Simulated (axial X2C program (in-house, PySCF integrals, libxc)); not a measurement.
Potential curves of VC⁺, scalar-relativistic

All values were computed with an axial X2C code built on PySCF integrals. Spin-free means the one-electron spin-free X2C Hamiltonian. Basis: V dyall-cv3z [10s10p6d4f2g], C dyall-v3z [7s6p2d1f] (cores contracted in-house); Gaussian nuclei, density fitting, unrestricted open shells. Masses: V 50.944 u, C 12.000 u.

State: M_S = 2, Λ = 0 (beyond evenly filled blocks: π+α, π-α, δ+α, δ-α). Energies in eV from the fragments at the same level (V+ + C). Fits are polynomials in 1 − R0/R over 0.85 to 1.23 times the lowest point R0.

```csv
R (Å),PBE0,CCSD(T),B97-3,HF
1.5947,-1.5130,,-1.4694,1.4019
1.6680,-1.9654,-1.4158,-1.8993,0.7077
1.7230,-2.1604,-1.6384,-2.0796,0.3282
1.7780,-2.2608,-1.7757,-2.1757,0.0523
1.8330,-2.2877,-1.8379,-2.2069,-0.1350
1.8972,-2.2489,-1.8366,-2.1796,-0.2600
1.9613,-2.1553,-1.7771,-2.0959,-0.3026
2.0438,-1.9803,-1.6392,-1.9315,-0.2636
2.1446,-1.7159,,-1.6797,-0.1130
2.2912,-1.2857,,-1.2696,0.2222
```

Correlated methods: 8 electrons correlated (number of frozen shells: V 3 s, 2 p; C 1 s), 257 virtual spin orbitals or spinors in MP2, 90 natural virtuals in coupled cluster.

De is counted from the lowest determinant-based energies of the atoms at the same level, without counterpoise correction. Coupled cluster ran in a truncated set of natural virtual spinors; the MP2 energy of the rest was added. (T) has no such correction and the atoms are truncated less, which lowers De at CCSD(T) by a hundredth of an eV or more. The state is one determinant with fixed occupations, lowest in a PBE0 search at one distance only: followed along the bond, the 2c determinant Ω = 1 reaches 0.68 eV lower at PBE0, so the state shown is not the lowest. The outer-core s and p shells of the metal are frozen in the correlated rows, which leaves out core–valence correlation; for alkali and alkaline-earth bonds that tends to lengthen them. The determinant is spin-polarised beyond a pure state at some levels (its spin-free form has ⟨S²⟩ too high), which makes Re and μ there less reliable. The T1 diagnostic is large, a sign of multireference character. Coupled cluster ran on the points near the minimum only. MP2 and coupled cluster on one determinant become unreliable at the stretched end.

Q: Fit the PBE0 curve near its minimum: give the equilibrium distance, the harmonic wavenumber and the well depth.

A: At PBE0, spin-free: Re = 1.829 Å, ωe ≈ 727 cm⁻¹, De = 2.29 eV to V+ + C; Be follows as 0.519 cm⁻¹.

Q: What are Re, ωe and De at the CCSD(T) level?

A: At CCSD(T), spin-free: Re = 1.863 Å, ωe ≈ 685 cm⁻¹, De = 1.85 eV to V+ + C; Be follows as 0.5 cm⁻¹.

Q: Fit the B97-3 curve near its minimum: give the equilibrium distance, the harmonic wavenumber and the well depth.

A: At B97-3, spin-free: Re = 1.837 Å, ωe ≈ 686 cm⁻¹, De = 2.21 eV to V+ + C; Be follows as 0.514 cm⁻¹.

Q: What are Re, ωe and De at the HF level?

A: At HF, spin-free: Re = 1.969 Å, ωe ≈ 656 cm⁻¹, De = 0.30 eV to V+ + C; Be follows as 0.448 cm⁻¹.
